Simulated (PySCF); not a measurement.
Species: protonated hexamethylenetetramine, C₆H₁₃N₄ (charge +1).
Structure used (PBE0-D3(BJ)/def2-SVP), in Å, numbered top down from 1:
```xyz
23
C6H13N4 angstrom
C     -1.7719   -0.2888    0.8527
N     -0.8931    0.8609    1.0648
C     -0.7335    1.5864   -0.1952
N     -0.1622    0.7078   -1.2156
C     -1.0454   -0.4409   -1.4146
N     -1.2061   -1.1780   -0.1616
C      0.0461   -1.6821    0.2733
N      1.0035   -0.5036    0.5009
C      0.3702    0.4286    1.5431
C      1.1267    0.2704   -0.8181
H     -2.7573    0.0632    0.5192
H     -1.9068   -0.8365    1.7973
H     -1.7133    1.9492   -0.5333
H     -0.0798    2.4588   -0.0444
H     -0.6293   -1.1036   -2.1882
H     -2.0273   -0.0899   -1.7591
H      0.5106   -2.3358   -0.4799
H     -0.0367   -2.2215    1.2285
H      1.9217   -0.8350    0.8177
H      1.0642    1.2695    1.6904
H      0.2817   -0.1436    2.4784
H      1.8095    1.1140   -0.6370
H      1.5738   -0.4135   -1.5550
```

The closed-shell ground state was solved at several levels (PySCF, density fitting, gas phase, non-relativistic).

| level | basis functions | HOMO (eV) | LUMO (eV) | gap (eV) |
| --- | --- | --- | --- | --- |
| PBE0/pcSseg-1 | 235 | -11.22 | -3.81 | 7.41 |
| CAM-B3LYP/def2-SVPD | 304 | -12.58 | -3.27 | 9.31 |

(1) What might B3LYP/pcSseg-1 (235 basis functions) give for the same quantities?

(2) Over all these levels, which gives the widest orbital gap and which the narrowest?

Results:

(1) HOMO -10.99 eV, LUMO -4.16 eV, gap 6.83 eV.

(2) CAM-B3LYP/def2-SVPD (range-separated hybrid) has the widest, 9.31 eV, and B3LYP/pcSseg-1 (global hybrid, 20 % exact exchange) the narrowest, 6.83 eV. Functional and basis both differ between the two, so the spread mixes both effects.
